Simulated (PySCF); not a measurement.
# IrOCl₂: breathing scan

Computed with PySCF, UPBE, basis Ir def2-SVP with ECP60, O def2-SVP, Cl def2-SVP (scalar-relativistic core potentials, no spin–orbit coupling, density fitting).

Rigid scan from the doublet minimum (Ir–Cl 2.221 Å (×2), Ir–O 1.696 Å; Cl–Ir–Cl 119.1°, Cl–Ir–O 120.4° (×2)). Coordinate: all bonds to the central atom scaled together. Energies in kJ/mol from the minimum.

| scale of all bonds to the centre | E (kJ/mol) | dipole size (D) | ⟨S²⟩ |
| --- | --- | --- | --- |
| 0.88 | 384.0 | 0.27 | 0.75 |
| 0.92 | 146.8 | 0.41 | 0.75 |
| 0.96 | 31.7 | 0.48 | 0.75 |
| 1.00 | 0.0 | 0.51 | 0.75 |
| 1.04 | 23.9 | 0.51 | 0.75 |
| 1.08 | 83.8 | 0.49 | 0.76 |
| 1.14 | 211.2 | 0.42 | 0.79 |
| 1.22 | 404.3 | 0.20 | 1.10 |
| 1.35 | 681.8 | 0.85 | 2.29 |

Spin contamination is strong at 1.22, 1.35, so these points are less reliable.

With open d or f shells other occupations or spin states may lie lower. Spin–orbit coupling, left out here, can matter for elements this heavy.
